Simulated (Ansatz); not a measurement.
Task: Predict a relaxed structure of the cluster K2Cl2 (the lowest singlet isomer of a short search), charge 0, singlet, at PBE0-D4/def2-TZVP (Ansatz).

Result: 
```xyz
4

K    -0.589   -1.735    0.710
K     0.589    1.735   -0.710
Cl    1.791   -0.156    1.107
Cl   -1.791    0.156   -1.107
```
Point group D2h (tolerance 0.1 Å). This is one stationary point.

The structure comes from a short search, and lower isomers may exist.
